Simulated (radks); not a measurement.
Coulomb parameter of the 4d shell of neutral niobium in the model configuration [Kr] 4d2 5s1 5p2, as a second difference U = [E(n + 0.5) + E(n - 0.5) - 2 E(n)] / (0.5)^2 with all orbitals relaxed. "Bare": the charge of the atom changes with n. "Screened": the 5p shell takes up the change at fixed total charge, which measures U(4d,4d) + U(5p,5p) - 2 U(4d,5p). Calculated with a radial shooting solver on a logarithmic mesh with Libxc functionals: scalar-relativistic Kohn-Sham, PBEsol, spin-unpolarised, spherical densities, point nucleus.

\begin{tabular}{lrr}
case & configuration & E - E(n) (eV) \\ \hline
start & [Kr] 4d2 5s1 5p2 & 0.000 \\
bare +0.5 & [Kr] 4d2.5 5s1 5p2 & -3.397 \\
bare -0.5 & [Kr] 4d1.5 5s1 5p2 & 5.499 \\
screened +0.5 & [Kr] 4d2.5 5s1 5p1.5 & -2.640 \\
screened -0.5 & [Kr] 4d1.5 5s1 5p2.5 & 3.197 \\
\end{tabular}

U(bare) = 8.408 eV, U(screened by 5p) = 2.230 eV, against the Slater integral F0(4d,4d) = 13.360 eV with frozen orbitals. The step up makes a negative ion, whose loosely bound charge lowers the bare value.
